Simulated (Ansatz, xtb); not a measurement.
**Two structures of AlH3InNSn**

Structure X is a singlet given by its coordinates and structure Y is a singlet given by its coordinates. Both are isolated molecules in the gas phase, relaxed with B3LYP-D3(BJ)/def2-SVP.

X (Å):

```xyz
7

Al    1.2074    0.3380   -0.2118
In   -1.5070    1.1123    1.9379
N    -0.5283    0.9153   -0.1255
Sn   -0.6644   -1.5174    0.0519
H    -0.7820   -1.0027    1.8606
H    -1.0342    1.4833   -0.8098
H     2.4243    1.2633   -0.6654
```

Close contacts (Å): Al1–N3 1.83, Al1–Sn4 2.65, In2–N3 2.29, In2–Sn4 3.34, N3–Sn4 2.44, Al1–H7 1.59, In2–H5 2.24, N3–H6 1.02, Sn4–H5 1.88.

Y (Å):

```yaml
atoms:
  - { symbol: Al, position_ang: [-1.5951, 0.4507, 0.7793] }
  - { symbol: In, position_ang: [1.5112, -0.5868, -0.6660] }
  - { symbol: N, position_ang: [-0.2911, 0.5472, -0.4348] }
  - { symbol: Sn, position_ang: [-3.6239, 0.6924, 2.2369] }
  - { symbol: H, position_ang: [-0.4028, 1.2663, -1.1584] }
  - { symbol: H, position_ang: [-3.4221, 0.5240, 0.3065] }
  - { symbol: H, position_ang: [-2.3050, 1.9864, 1.6239] }
```

Close contacts (Å): Al1–N3 1.78, Al1–Sn4 2.51, In2–N3 2.14, Al1–H6 1.89, Al1–H7 1.89, N3–H5 1.03, Sn4–H6 1.95, Sn4–H7 1.95.

Which of the two would you expect CCSD(T)/def2-SVP + ΔMP2/def2-TZVPP electronic energies to favour?

Structure X; the calculation gives E(Y) − E(X) = +3.1 kcal/mol.

The same difference at several levels:

```csv
level,geometry,E(Y) − E(X) (kcal/mol),departure from the last row (kcal/mol),"job, with rough time for the two"
B3LYP-D3(BJ)/def2-SVP,B3LYP-D3(BJ)/def2-SVP,+5.8,+2.7,"optimisation, 95 s"
HF/def2-SVP,B3LYP-D3(BJ)/def2-SVP,+3.2,+0.1,part of the CCSD(T) run
MP2/def2-SVP,B3LYP-D3(BJ)/def2-SVP,+5.2,+2.1,part of the CCSD(T) run
CCSD(T)/def2-SVP,B3LYP-D3(BJ)/def2-SVP,+4.8,+1.7,single point
CCSD(T)/def2-SVP + ΔMP2/def2-TZVPP,B3LYP-D3(BJ)/def2-SVP,+3.1,,"single point, 44 s"
```

The levels shown agree on the order. The largest departure from CCSD(T)/def2-SVP + ΔMP2/def2-TZVPP is that of B3LYP-D3(BJ)/def2-SVP, 2.7 kcal/mol. Levels run at GFN2-xTB geometries aren't shown. The last row adds to CCSD(T) the change of the MP2 difference between the two basis sets, here −1.7 kcal/mol.

With harmonic frequencies from B3LYP-D3(BJ)/def2-SVP (ideal gas, rigid rotor, one conformer each, 298.15 K, 1 atm): on the last row, ΔE + ΔZPE = +2.3 kcal/mol. A mode under 50 cm⁻¹ makes harmonic enthalpies and free energies unreliable, so none is given.

The correlated steps freeze 14 core orbitals; the filled d shell of In and Sn is correlated, in a basis made for valence electrons. Atoms past krypton carry core potentials in the def2 sets and no spin–orbit term is included. Codes used: Ansatz 0.2.0; the last row on 1 thread of Intel(R) Xeon(R) 6975P-C (Granite Rapids) on a shared host.
